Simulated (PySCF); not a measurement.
C4H5NSi, SMILES C#C[SiH](N)C#C. Coordinates come from a B3LYP-D3(BJ)/def2-SVP optimisation. This is a generated structure with no PubChem entry under its InChIKey; it may be hypothetical. One conformer was computed; it need not be the lowest.

The numbers are results of B3LYP-D3(BJ)/def2-SVP run with PySCF, not measurements.

Harmonic wavenumbers (cm⁻¹): 93, 135, 150, 193, 244, 334, 397, 407, 430, 588, 656, 738, 740, 741, 743, 751, 846, 870, 919, 1542, 2145, 2156, 2255, 3455, 3457, 3561, 3654. Rotational constants (GHz): 3.715, 2.132, 1.477; symmetry number 1.

Problem. Work out the zero-point energy and the ideal-gas rigid-rotor harmonic-oscillator thermochemistry at 298.15 K and 1 atm.

Solution. ZPE = ½ Σ hcν = ½ × 32201 cm⁻¹ = 46.03 kcal/mol. H − E(el) = 51.77 kcal/mol. Entropy in cal/(mol K): translation 39.57, rotation 27.71, vibration 19.71, total 86.99. G − E(el) = 25.83 kcal/mol. Cp = 30.69 cal/(mol K). Modes under 150 cm⁻¹ make the vibrational entropy uncertain.
